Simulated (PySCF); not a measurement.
**Atomic charges by several schemes**

Species: C6H9NO2Si.
Structure used (GFN2-xTB), in Å, numbered top down from 1:
```
atom  x, y, z in Å
C1     3.0260   -0.2553    0.0863
N2     2.2232    0.0747   -1.0441
C3     0.9744    0.0473   -1.0748
C4    -0.0125   -0.3190    0.0157
C5    -1.3245   -0.8692   -0.5401
C6    -2.4824   -0.5512    0.3901
O7    -3.4184   -1.2896    0.5631
Si8   -2.1470    1.1683    1.1902
C9    -0.2601    0.9105    0.8959
O10    0.6403    1.5535    1.3760
H11    2.5149   -0.8234    0.8722
H12    3.3858    0.6779    0.5210
H13    3.8894   -0.8157   -0.2741
H14    0.5174    0.3588   -2.0100
H15    0.4592   -1.0581    0.6748
H16   -1.2672   -1.9406   -0.7400
H17   -1.5655   -0.3686   -1.4843
H18   -2.6720    2.2291    0.3357
H19   -2.4907    1.2800    2.5985
```

Density: PBE0/pcSseg-1 (PySCF); schemes: Mulliken, IAO, Hirshfeld and ESP-fitted. One conformer (not necessarily the lowest) at the GFN2-xTB geometry, without solvent, vibrations or thermal averaging.

Q: Atoms with like bonding are taken together and averaged. At which atom do the 4 schemes differ most?

A: At Si8: from +0.128 (ESP-fitted) to +0.610 e (Mulliken), 0.482 e apart.

Q: Which atoms carry the highest charge in the Mulliken, IAO, Hirshfeld and ESP-fitted schemes?

A: The schemes don't all agree: Mulliken Si8 (+0.610); IAO Si8 (+0.605); Hirshfeld Si8 (+0.331); ESP-fitted C6 (+0.471).

Q: What partial charge does each atom carry?

A: In e; atoms taken as equivalent share a row and are averaged (×n: the atom named and its like, n in all):

```tsv
atom	environment	Mulliken	IAO	Hirshfeld	ESP-fitted
C1	N-methyl carbon	-0.101	-0.309	-0.072	-0.002
N2	imine nitrogen	-0.407	-0.242	-0.141	-0.532
C3	imine carbon	+0.165	+0.020	+0.035	+0.350
C4	sp3 carbon next to a carbonyl	-0.418	-0.213	-0.044	-0.026
C5	sp3 carbon next to a carbonyl	-0.139	-0.322	-0.081	-0.518
C6	carbonyl carbon	-0.004	+0.147	+0.081	+0.471
O7	carbonyl oxygen	-0.325	-0.368	-0.221	-0.436
Si8	SiH2 silicon	+0.610	+0.605	+0.331	+0.128
C9	carbonyl carbon	+0.062	+0.142	+0.081	+0.288
O10	carbonyl oxygen	-0.326	-0.372	-0.207	-0.378
H11/H12/H13	methyl hydrogen	+0.117	+0.148	+0.045	+0.066
H14	hydrogen on a C=N carbon	+0.101	+0.136	+0.040	-0.003
H15	methine hydrogen	+0.189	+0.169	+0.054	+0.147
H16	methylene hydrogen	+0.157	+0.168	+0.055	+0.168
H17	methylene hydrogen	+0.158	+0.160	+0.056	+0.169
H18	Si–H hydrogen	-0.035	-0.084	-0.053	-0.013
H19	Si–H hydrogen	-0.035	-0.079	-0.049	-0.010
```

Mean size of the charges over all atoms: IAO 0.209 e, ESP-fitted 0.202 e, Mulliken 0.189 e, Hirshfeld 0.091 e. Each set sums to the total charge, 0, to within 0.001 e. The ESP scheme is a least-squares fit of atom-centred charges to the potential on four shells outside the van der Waals surface, with the total charge fixed. The IAO scheme counts the electrons in orthogonalised intrinsic atomic orbitals, a minimal basis polarised so that it spans the occupied orbitals exactly.

Some averages cover members that differ in this geometry: H11/H12/H13, ESP-fitted 0.000 to +0.107; H11/H12/H13, IAO +0.110 to +0.175; H11/H12/H13, Mulliken +0.087 to +0.139 e.

Q: How many electrons does the ESP-fitted scheme count on C9?

A: Z − q = 6 − (+0.288) = 5.712.

Q: How closely do the schemes follow one another over all atoms?

A: Correlation coefficient and root-mean-square difference: IAO with Hirshfeld 0.95, 0.139 e; Mulliken with IAO 0.91, 0.105 e; Mulliken with Hirshfeld 0.90, 0.145 e; Hirshfeld with ESP-fitted 0.72, 0.206 e; IAO with ESP-fitted 0.71, 0.201 e; Mulliken with ESP-fitted 0.65, 0.218 e.

Q: Sum the charges by element, for elements with more than one atom.

A: 
| element | atoms | Mulliken | IAO | Hirshfeld | ESP-fitted |
| --- | --- | --- | --- | --- | --- |
| C | 6 | -0.436 | -0.535 | 0.000 | +0.563 |
| O | 2 | -0.651 | -0.741 | -0.428 | -0.814 |
| H | 9 | +0.885 | +0.913 | +0.238 | +0.656 |
